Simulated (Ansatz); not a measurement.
Consider the formal exchange of groups at the Si–C bond: `CSC[SiH2]O` + `C[SiH3]` → `C[SiH2][SiH2]O` + `CSC`.

Program: Ansatz. Geometries: PBE0-D4/def2-TZVP. ΔE: electronic, gas phase. CCSD(T)/CBS adds triple-zeta CCSD(T) − MP2 to the extrapolated MP2 energy (def2 sets, frozen cores). This one scheme is used for every species. DFT in def2-TZVPP. HSE06 is defined as in plane-wave codes. One conformer a species, not always the lowest.

`CSC[SiH2]O`:

Cartesian coordinates in Å:
```
C 1.053 -1.573 -0.651
S 0.876 -0.869 0.994
C 0.595 0.876 0.590
Si -1.146 1.127 -0.075
O -2.192 0.313 0.898
H 1.228 -2.640 -0.515
H 0.156 -1.437 -1.256
H 1.912 -1.138 -1.165
H 0.695 1.408 1.541
H 1.388 1.241 -0.069
H -1.210 0.639 -1.481
H -1.537 2.559 -0.051
H -1.818 -0.507 1.241
```

`C[SiH3]`:

Z-matrix (Å, degrees):
```
C
Si 1 1.871
H 1 1.092 2 110.8
H 1 1.092 2 110.8 3 -120.0
H 1 1.092 2 110.8 3 120.0
H 2 1.488 1 110.7 3 -179.9
H 2 1.488 1 110.7 3 -59.9
H 2 1.488 1 110.7 3 60.1
```

`C[SiH2][SiH2]O`:

```xyz
12

C     1.109    1.320    0.813
Si   -0.077   -0.124    0.999
Si   -1.126   -0.667   -1.029
O    -0.034   -1.122   -2.191
H     0.574    2.220    0.501
H     1.867    1.100    0.059
H     1.616    1.534    1.756
H    -1.124    0.188    2.015
H     0.663   -1.327    1.485
H    -2.141   -1.738   -0.798
H    -1.822    0.516   -1.600
H     0.496   -1.899   -2.009
```

`CSC`:

```xyz
9

C    -0.972    0.431   -0.864
S    -0.786   -0.733    0.491
C     0.945   -0.456    0.881
H    -0.776    1.454   -0.536
H    -2.005    0.364   -1.206
H    -0.310    0.178   -1.696
H     1.120    0.577    1.190
H     1.198   -1.117    1.710
H     1.586   -0.698    0.031
```

Problem. Is it downhill or uphill in electronic energy at CCSD(T)/CBS, and by how much? (Estimate.)

Solution. Ansatz gave: Uphill: ΔE = +16.3 kJ/mol.

Problem. What do these levels give: B97M-V, r2SCAN0-D4, HSE06-D4, BLYP, r2SCAN, CAM-B3LYP, LC-ωPBE, HF/def2-SVP, HF/def2-TZVPP, CCSD/def2-TZVPP, MP2/def2-QZVPP, HF/CBS(def2)? (Best estimate.)

Solution. Computed: B97M-V 9.6, r2SCAN0-D4 12.8, HSE06-D4 6.9, BLYP 3.6, r2SCAN 10.6, CAM-B3LYP 12.5, LC-ωPBE 8.2, HF/def2-SVP 15.3, HF/def2-TZVPP 11.9, CCSD/def2-TZVPP 14.9, MP2/def2-QZVPP 22.8, HF/CBS(def2) 12.0 kJ/mol.

Largest T1 diagnostic among the species: 0.012.

The D4 term adds +5.9 kJ/mol with B3LYP and +3.1 kJ/mol with PBE0; it sums over pairs of atoms, weighted by their polarisabilities, and B3LYP, whose exchange is more repulsive, gets the larger term. In def2-TZVPP, CCSD(T) changes the Hartree–Fock value by +4.3 kJ/mol (the triples alone add +1.3 kJ/mol) and MP2 by +10.8 kJ/mol.

B3LYP here is the variant with VWN-RPA as its local correlation; programs differ in this.
